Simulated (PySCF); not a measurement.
**Ionisation energy of Ni by level of theory**

Ni [Ar] 3d8 4s2 (3F) → Ni⁺ [Ar] 3d9 (2D), as a difference of total energies. Computed with PySCF 2.14 in x2c-SVPall, with the spin-free X2C one-electron Hamiltonian (Gaussian nucleus). Correlated levels: valence: [Ar] frozen. The calculations carry no spin-orbit coupling.

```tsv
method	ionisation energy (eV)	difference from reference (eV)
UHF	8.167	+0.527
TPSS	7.502	-0.138
PBE0	7.670	+0.030
MP2 (valence)	6.702	-0.938
SCS-MP2 (valence)	7.012	-0.628
```

Reference: 7.640 eV (measured; NIST Atomic Spectra Database, ionization energies).

The reference lies between the lowest fine-structure levels, while these numbers refer to the centres of the terms.

Errors of the correlated levels include the incompleteness of this basis and the frozen core.

MP2 underrates the near-degeneracy of ns² with np² in the lower species.
